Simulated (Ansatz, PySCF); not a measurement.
Molecule: C3H10GeO3, net charge 0, singlet state. SMILES: C[O][GeH]([O]C)[O]C
Structure (B3LYP-D3(BJ)/def2-TZVP (Ansatz, a quantum-chemistry and plane-wave program) minimum search):
```
Ge
O 1 1.7598
C 2 1.4224 1 119.33
H 3 1.0901 2 107.31 1 -179.17
H 3 1.0935 4 108.84 2 120.88
H 3 1.0962 4 108.29 5 118.11
O 1 1.7660 2 102.87 3 -174.98
C 7 1.4207 1 119.32 2 160.99
H 8 1.0902 7 107.45 1 -179.80
H 8 1.0941 9 108.61 7 -120.93
H 8 1.0967 9 108.18 10 -117.89
O 1 1.7800 2 107.95 3 -57.56
C 12 1.4181 1 121.42 2 148.53
H 13 1.0913 12 108.19 1 -151.77
H 13 1.0947 14 108.51 12 120.60
H 13 1.0964 14 108.14 15 117.26
H 1 1.5432 2 113.84 3 62.76
```

Property: vertical triplet-singlet gap, E(triplet) - E(singlet), in eV. Conventions: open shells spin-unrestricted; valence correlation only (noble-gas shells and the d and f shells of earlier blocks); each state is the SCF solution reached for its charge and spin; non-relativistic; spin-orbit terms left out; no dispersion term unless named; six Cartesian d functions in 6-31G* and its kin unless marked 5d; LANL2DZ with its own core potentials from Na on. Ab initio and DFT rows: single points at B3LYP-D3(BJ) geometries (Ansatz). Levels can end on unlike triplets.

```csv
level,program,"vertical triplet-singlet gap, E(triplet) - E(singlet) (eV)"
HF/6-31G*,Ansatz,7.06
HF/6-31G* with LANL2DZ past Ar,Ansatz,7.06
PBE/6-31G*,Ansatz,5.92
PBE/6-31G* with LANL2DZ past Ar,Ansatz,6.07
B3LYP/3-21G,Ansatz,6.52
B3LYP/6-31G*,Ansatz,6.65
B3LYP/6-31G* with LANL2DZ past Ar,Ansatz,6.83
M06-2X/6-31G* with LANL2DZ past Ar (5d),PySCF,7.34
MP2/6-31G* with LANL2DZ past Ar,Ansatz,7.97
PBE/def2-TZVPD,Ansatz,5.81
B3LYP/def2-TZVPD,Ansatz,6.53
PBE0/def2-TZVPD,Ansatz,6.63
```

No value to compare with is used here. The 9 habitual levels span 5.92 (PBE/6-31G*) to 7.97 eV (MP2/6-31G* with LANL2DZ past Ar); B3LYP/def2-TZVPD gives 6.53.

The levels are drawn from those run, B3LYP/6-31G* more often than the rest, none by its result; left out are runs that failed, that the program found above a lower state of the same kind, or whose <S^2> lies over 0.5 above the pure value.
